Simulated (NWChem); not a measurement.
Molecule: germanium monoxide (GeO, singlet); SMILES [O]=[Ge]

```xyz
2

Ge     0.0000     0.0000     0.3391
O      0.0000     0.0000    -1.2845
```
Atoms are numbered in this order, from 1.

Low-valent species are run as closed-shell singlets; no triplet was tried in these runs. Coordinates come from a PBE0/def2-SVP optimisation.

### Question
List the 4 lowest vertical singlet excitations and the 4 lowest triplet ones from PBE/def2-SVP, TDA (NWChem).

### Answer
```
state  energy (eV)  oscillator strength  leading excitation (squared amplitude)
-----  -----------  -------------------  --------------------------------------
S1            4.84                0.000                  HOMO−2 → LUMO+1 (0.50)
S2            5.00                0.045                      HOMO → LUMO (0.98)
S3            5.00                0.045                    HOMO → LUMO+1 (0.98)
S4            5.18                0.000                    HOMO−2 → LUMO (0.49)
T1            3.85       spin-forbidden                    HOMO−2 → LUMO (0.50)
T2            3.88       spin-forbidden                      HOMO → LUMO (0.99)
T3            3.88       spin-forbidden                    HOMO → LUMO+1 (0.99)
T4            4.21       spin-forbidden                    HOMO−2 → LUMO (0.49)
```
